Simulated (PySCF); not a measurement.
**Electron correlation in Ca (calcium, neutral)**

[Ar] 4s1 4p1, high-spin 3P determinant (an excited configuration). All numbers are calculated (PySCF 2.14, scalar relativity by spin-free X2C-1e, in x2c-TZVPPall with one added diffuse shell each of s, p, d type (7s6p4d, 45 functions)). Frozen: [Ar]; 2 electrons correlated.

Total MP2 correlation energy: -1.57 mhartree.

Same-spin part -1.57 and opposite-spin part 0.00 mhartree; SCS-MP2 scales them by 1/3 and 6/5 to -0.52 mhartree.
